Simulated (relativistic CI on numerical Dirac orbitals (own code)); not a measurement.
**Ho2+: 4s photoemission**

Computed with this model: Dirac-Coulomb-Breit CI, orbitals from a KLI potential per configuration, model QED (radiative potential, 1s self-energy scaled to tabulated hydrogen-like ionisation energies), valence Slater integrals scaled by 0.9, multiplet model of photoemission in the sudden approximation; configurations [Xe] 4f11 → [Ar] 3d10 4s 4p6 4d10 4f11 5s2 5p6; 300 K; Lorentzian 3 eV and Gaussian 0.7 eV FWHM. Energies are those of the free ion, without screening or charge transfer. The energies are binding energies and can lie tens of eV above those of solids. Without intra-shell correlation the exchange splitting of an s hole comes out too large, often by half or more. S is read from ⟨S²⟩ = S(S + 1).

Computed curve for free ion, scaled to 100 at the maximum (points under 2 are left out and the grid is thinned):

```
Energy (eV)  Intensity
      441.2        2.1
      442.0        2.4
      442.8        2.8
      443.2        3.0
      444.0        3.5
      444.8        4.2
      445.6        5.1
      446.4        6.3
      446.8        7.1
      447.6        9.1
      448.4       12.3
      449.2       17.4
      450.0       26.1
      450.4       32.8
      451.2       54.0
      452.0       84.7
      452.8      100.0
      453.6       79.5
      454.0       64.7
      454.8       42.2
      455.6       31.1
      456.4       28.0
      456.8       28.8
      457.6       35.4
      458.4       47.5
      459.2       57.7
      460.0       49.9
      460.4       41.1
      461.2       25.8
      462.0       16.6
      462.8       11.4
      463.6        8.3
      464.0        7.2
      464.8        5.6
      465.6        4.5
      466.4        3.7
      467.2        3.1
      467.6        2.8
      468.4        2.4
      469.2        2.1
```

The ground state has S = 1.48, and the centroid lies at 455.06 eV.
